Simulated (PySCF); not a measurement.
Isomers of C2H8SiTe, mass 189.946 u with the commonest isotopes. Method used: PBE0-D3(BJ)/def2-SVP geometry optimisation, gas phase, def2 core potentials past Kr (PySCF). One conformer each, none proved a minimum here; rigid rotors.

Question: Order these by dipole moment, largest first.
A. `[CH3:1][CH2:2][Te:3][SiH3:4]` with C1–C2–Te3–Si4 65°
B. `[CH3:1][CH2:2][SiH2:3][TeH:4]` with C1–C2–Si3–Te4 -58°, C2–Si3–Te4–H -66°
C. `[CH3:1][SiH:2]([CH3:3])[TeH:4]` with C1–Si2–Te4–H -64°

Answer: C (1.87 D), B (1.53 D), A (1.37 D).

Question: Order these by rotational constant B, largest first.
A. `[CH3:1][CH2:2][SiH2:3][TeH:4]` with C1–C2–Si3–Te4 -58°, C2–Si3–Te4–H -66°
B. `[CH3:1][CH2:2][Te:3][SiH3:4]` with C1–C2–Te3–Si4 65°
C. `[CH3:1][SiH:2]([CH3:3])[TeH:4]` with C1–Si2–Te4–H -64°

Answer: B (2380 MHz), C (1356 MHz), A (1221 MHz).

Question: Order these by radius of gyration √(Σ m r²/M), smallest first.
A. `[CH3:1][SiH:2]([CH3:3])[TeH:4]` with C1–Si2–Te4–H -64°
B. `[CH3:1][CH2:2][SiH2:3][TeH:4]` with C1–C2–Si3–Te4 -58°, C2–Si3–Te4–H -66°
C. `[CH3:1][CH2:2][Te:3][SiH3:4]` with C1–C2–Te3–Si4 65°

Answer: C (1.394 Å), A (1.543 Å), B (1.598 Å).

| SMILES | point group | Ia (u·Å²) | Ib (u·Å²) | Ic (u·Å²) | κ | μa (D) | μb (D) | μc (D) |
| --- | --- | --- | --- | --- | --- | --- | --- | --- |
| C[SiH](C)[TeH] | near Cs | 96.91 | 372.72 | 435.30 | -0.90 | 1.79 | 0.01 | 0.57 |
| CC[Te][SiH3] | C1 | 171.46 | 212.33 | 354.77 | 0.25 | 1.02 | 0.87 | 0.29 |
| CC[SiH2][TeH] | C1 | 85.21 | 413.91 | 470.66 | -0.94 | 1.44 | 0.11 | 0.48 |
